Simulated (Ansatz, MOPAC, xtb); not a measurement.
Spectroscopic constants of IrS, multiplicity 6 (lowest of 2S+1 = 2, 4, 6 at CCSD(T)/def2-TZVPP on PBE0 minima; our sources give no spin for the ground state, which may be another). No spin–orbit coupling.

Constants: fifth-degree fit in 1/R to seven points, most abundant isotopes. In def2 and cc sets the state is the lowest found near the PBE0 minimum, followed along R.

The values were computed with Ansatz (Gaussian orbitals); MOPAC for PM6, PM7 (differences of heats of formation); xtb for the GFN methods. Each number belongs to the level named beside it. In def2 rows elements past Kr take small-core potentials, without spin–orbit coupling. The GFN methods have no spin term and hold the electronic entropy of 300 K.

```
level                 r_e (Å)  ω_e (cm⁻¹)  ω_e x_e (cm⁻¹)  α_e (cm⁻¹)  dipole (D)
--------------------  -------  ----------  --------------  ----------  ----------
PM6                     2.107         472             1.3     0.00049           -
PM7                     2.235         434             1.5     0.00045           -
GFN1-xTB                2.166         450             2.3     0.00083           -
SVWN5/def2-TZVPP        2.160         431             1.6     0.00061        0.11
PBE/def2-TZVPP          2.193         405             1.7     0.00063        0.24
r2SCAN/def2-TZVPP       2.177         424             1.7     0.00061        0.42
B97M-V/def2-TZVPP       2.191         411             1.8     0.00064        0.71
B3LYP/def2-TZVPP        2.203         399             1.7     0.00064        0.34
PBE0/def2-TZVPP         2.166         434             1.7     0.00061        0.30
BHLYP/def2-TZVPP        2.181         421             1.9     0.00064        0.37
CAM-B3LYP/def2-TZVPP    2.173         430             1.7     0.00061        0.28
wB97X-V/def2-TZVPP      2.154         452             1.7     0.00058        0.20
wB97M-V/def2-TZVPP      2.156         449             1.8     0.00059        0.21
B2PLYP/def2-TZVPP       2.180         427             1.4     0.00057           -
```

Correlated levels freeze the inner cores; with def2 sets outer-core shells near the valence are correlated too. The state that PM6, PM7 reach isn't checked; PM7 holds dispersion and hydrogen-bond terms.

Ansatz is a program for electronic structure.
